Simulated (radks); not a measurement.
Results of a calculation; reference values are marked as such.
Task: Species: Ni3.875+. Configuration: [He] 2s2 2p(up 3, down 2.125) 3s2 3p6 3d7 (fractional occupations, a model configuration). Code: a radial shooting solver on a logarithmic mesh with Libxc functionals. Model: non-relativistic Kohn-Sham, PBE, spin-polarised, spherical densities, point nucleus; open shells are filled with parallel spins first. Some entries of the table are withheld. Estimate them.

| orbital | occ. | eigenvalue (eV) | <1/r> (bohr^-1) | r(max) (bohr) |
|---|---|---|---|---|
| 1s up | 1 | -8251.494 | 27.52 | 0.03614 |
| 1s down | 1 | -8247.854 | 27.53 | 0.03613 |
| 2s up | 1 | -1060.456 | 6.018 | 0.2062 |
| 2s down | 1 | -1052.247 | 6.014 | 0.2062 |
| 2p up | 3 | -944.2935 | 5.979 | 0.1645 |
| 2p down | 2.125 | -935.4970 | 5.976 | 0.1646 |
| 3s up | 1 | (1) | (2) | 0.6329 |
| 3s down | 1 | (3) | (4) | 0.6353 |
| 3p up | 3 | -135.0559 | 1.847 | 0.6291 |
| 3p down | 3 | -130.6245 | 1.830 | 0.6326 |
| 3d up | 5 | -70.9044 | (5) | 0.5750 |
| 3d down | 2 | -66.5543 | (6) | 0.5844 |

Result: 
(1) 3s up eigenvalue (eV): -172.6133
(2) 3s up <1/r> (bohr^-1): 1.954
(3) 3s down eigenvalue (eV): -168.1959
(4) 3s down <1/r> (bohr^-1): 1.940
(5) 3d up <1/r> (bohr^-1): 1.602
(6) 3d down <1/r> (bohr^-1): 1.569
